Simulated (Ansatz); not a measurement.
Isolated molecules relaxed with PBE0-D4/def2-TZVP in Ansatz; ΔE leaves out vibrations. CCSD(T)/CBS adds triple-zeta CCSD(T) − MP2 to the extrapolated MP2 energy (def2 sets, frozen cores). This one scheme is used for every species. Functionals use def2-TZVPP. HSE06 is defined as in plane-wave codes. Each species was taken in one conformer, which may not be the lowest.

Consider the hydrogenolysis of a B–C bond: `C=NB(C)F` + H₂ → `C=NBF` + CH₄.

```json
{"level": "HSE06", "ΔE (kJ/mol)": "-23.3"}
{"level": "CCSD(T)/def2-TZVPP", "ΔE (kJ/mol)": "-20.5"}
```

Problem. What does CCSD(T)/CBS give? (An estimate is asked.)

Solution. Computed: -19.2 kJ/mol. The listed levels differ from it by -4.1, -1.3 kJ/mol.

Problem. What do rigid-rotor, harmonic-oscillator terms from PBE0-D4/def2-TZVP frequencies (298.15 K, 1 bar) make of the CCSD(T)/CBS value? (Best estimate.)

Solution. The calculation gave: ΔZPE = +16.7 kJ/mol, ΔH = -5.3 kJ/mol, ΔS = 19 J/(mol·K), ΔG = -11.1 kJ/mol.

Largest T1 diagnostic among the species: 0.014.

Leaving LDA and LC-ωPBE aside and taking each functional with its dispersion term where it has one, the values, not all of them listed here, spread over 11.4 kJ/mol, from BHLYP-D4 to revPBE-D4. LDA lies +7.5 kJ/mol from PBE without D4. The D4 term adds +6.8 kJ/mol with B3LYP and +3.8 kJ/mol with PBE0; it sums over pairs of atoms, weighted by their polarisabilities, and B3LYP, whose exchange is more repulsive, gets the larger term.

B3LYP here is the variant with VWN-RPA as its local correlation; programs differ in this.
